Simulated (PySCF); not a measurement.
Method: PBE0-D4/def2-TZVP run with PySCF. Isolated molecules, 0 K electronic values unless said otherwise. One relaxed conformer stands for a flexible species; it need not be the lowest. Delta-SCF ions had no search for a lower state. 

Reference species (SMILES): `O[Si](Br)(Br)Br` (H–O–Si–Br torsion 180°) (neutral, multiplicity 1).

| Quantity | Value |
|---|---|
| HOMO–LUMO gap | 7.55 eV |
| HOMO | -8.52 eV |
| vertical ionisation energy (Delta-SCF) | 10.42 eV |
| S1 oscillator strength | 0.000 |

Changed species: `Br[Si](Br)(Br)Br` (0 of 4 Br replaced by OH; the reference has 1 of 4 Br replaced by OH).

Task: Give the shifts of the HOMO–LUMO gap, HOMO, vertical ionisation energy (Delta-SCF) and S1 oscillator strength.

Result: the HOMO–LUMO gap decreases by 0.50 eV, to 7.05 eV; the HOMO drops by 0.17 eV, to -8.69 eV; the vertical ionisation energy (Delta-SCF) increases by 0.04 eV, to 10.46 eV; the S1 oscillator strength is nearly the same.
